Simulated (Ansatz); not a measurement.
## A ladder of methods for SnSe (SMILES [Se][Sn])

SnSe has 2 atoms, charge 0, and is taken as a singlet. As SMILES, `[Se][Sn]`. Geometry: a GFN2-xTB relaxation, a rough one for these elements and not checked as a minimum.

| atom | x (Å) | y (Å) | z (Å) |
| --- | --- | --- | --- |
| Se | 0.0000 | 0.0000 | 0.0000 |
| Sn | 0.0000 | 0.0000 | 2.3383 |

Quantity: the energy change with the Se1–Sn2 bond stretched from 2.338 to 5.813 Å, in eV. The values are calculated.

| level | kind | program | value (eV) | less FCI/STO-3G | CPU time (all runs) |
| --- | --- | --- | --- | --- | --- |
| HF/STO-3G (restricted) | Hartree–Fock | Ansatz | 8.06 | +2.48 | 2.7 s |
| PBE/STO-3G (restricted) | GGA | Ansatz | 8.29 | +2.71 | 21 s |
| BHLYP/STO-3G (restricted) | global hybrid | Ansatz | 9.07 | +3.49 | 12 s |
| HSE06/STO-3G (restricted) | range-separated hybrid | Ansatz | 9.47 | +3.89 | 37 s |
| wB97X/STO-3G (restricted) | range-separated hybrid | Ansatz | 9.23 | +3.65 | 41 s |
| B2PLYP/STO-3G (restricted) | double hybrid | Ansatz | 9.20 | +3.62 | 22 s |
| RPA@PBE/STO-3G (restricted) | RPA | Ansatz | 3.67 | -1.91 | 28 s |
| MP2/STO-3G (restricted) | perturbation theory | Ansatz | 9.19 | +3.61 | 12 s |
| CCSD(T)/STO-3G (restricted) | coupled cluster or CI | Ansatz | 8.58 | +3.00 | 6.8 s |
| FCI/STO-3G | exact in the basis | Ansatz | 5.58 | 0.00 | 25 s |

FCI/STO-3G is exact within its basis and frozen core, so for wave-function methods in that basis the difference is their error; functionals converge differently with the basis, so for them it is only a difference. Spin-restricted single references rise too steeply as a bond breaks. All-electron rows without a relativistic Hamiltonian named are non-relativistic. The first shape isn't each level's own minimum. The values span 3.67 to 9.47 eV. All rows use very small basis sets, so even the best lies far from the true value. In the correlated wave-function rows the outer d shell of Se, Sn is correlated, in sets not made for it. Times are those of the runs behind each value, whatever else they computed, on shared processors of several kinds: orders of magnitude only.
